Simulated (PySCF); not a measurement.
BAs⁻: energy against distance

Set-up: basis B aug-cc-pVDZ-DK, As aug-cc-pVDZ-DK; spin-free X2C with a Gaussian nucleus; PySCF 2.14. Energies in eV from B + As⁻ in their ground configurations at the same level. State: ²Σ⁺ (doublet), unpaired electrons σ ↑.

All columns are PBE0. A positive dipole points towards As; it is taken about the centre of mass and depends on that origin.

| R (Å) | E (eV) | μ (D) | Mulliken charge on B (basis-dependent) | HOMO (eV) | LUMO (eV) | Mayer bond order | ⟨S²⟩ |
| --- | --- | --- | --- | --- | --- | --- | --- |
| 1.556 | -3.492 | 2.15 | -1.31 | -0.89 | 2.73 | 2.49 | 0.77 |
| 1.628 | -4.206 | 2.21 | -1.15 | -0.79 | 2.59 | 2.53 | 0.77 |
| 1.700 | -4.603 | 2.27 | -1.02 | -0.70 | 2.45 | 2.54 | 0.77 |
| 1.755 | -4.743 | 2.31 | -0.93 | -0.65 | 2.35 | 2.54 | 0.77 |
| 1.809 | -4.780 | 2.35 | -0.86 | -0.60 | 2.24 | 2.53 | 0.78 |
| 1.863 | -4.737 | 2.39 | -0.80 | -0.56 | 2.14 | 2.50 | 0.78 |
| 1.936 | -4.588 | 2.44 | -0.73 | -0.51 | 2.00 | 2.46 | 0.78 |
| 2.026 | -4.300 | 2.49 | -0.67 | -0.46 | 1.84 | 2.40 | 0.78 |
| 2.135 | -3.872 | 2.54 | -0.61 | -0.42 | 1.66 | 2.31 | 0.79 |
| 2.279 | -3.250 | 2.57 | -0.55 | -0.38 | 1.48 | 2.18 | 0.80 |

A fit through these points gives, at Re = 1.805 Å, μ = 2.35 D and dμ/dR = 0.747 D/Å; the reduced mass is 9.599 u.

**Question.** How strong is the fundamental in the double-harmonic approximation, I = 42.26·(dμ/dR)²/μred km/mol?

**Answer.** I = 42.26·(0.747)²/9.599 = 2.46 km/mol at PBE0.

Spin–orbit coupling is left out. For an ion De counts to the pair picked by the measured ionisation energies or electron affinities, which need not be the lowest pair at this level. The state is the lowest determinant that a PBE0 search found; another state may lie lower at other levels.
